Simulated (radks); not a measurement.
Species: N II. Configuration: [He] 2s2 2p2.

Calculated with a radial shooting solver on a logarithmic mesh with Libxc functionals: scalar-relativistic Kohn-Sham, Slater X-alpha with alpha = 0.957, spin-polarised, spherical densities, finite nucleus; open shells are filled with parallel spins first; Fermi nuclear charge, rms radius 2.5582 fm.

Energy parts (eV):
part                 energy
total             -1513.818
kinetic            1515.506
electron-nucleus  -3438.404
Hartree             628.361
exchange           -219.281

Orbitals (lengths in bohr, moments of r in powers of bohr; r(max) is where P^2 peaks):
orbital,occ.,eigenvalue (eV),r(max),<r^4>
1s up,1,-418.8512,0.1472,0.01288
1s down,1,-416.1761,0.1469,0.01246
2s up,1,-38.4890,0.9562,5.057
2s down,1,-31.6003,0.9845,6.491
2p up,2,-26.7168,0.8622,6.134
2p down,0,-19.7138,0.9140,9.800

The highest occupied level is 2p up at -26.717 eV. Summed over all electrons, <r^2> = 7.056 bohr^2, which gives a Langevin (diamagnetic) susceptibility term of -5.59 x 10^-6 cm^3/mol.
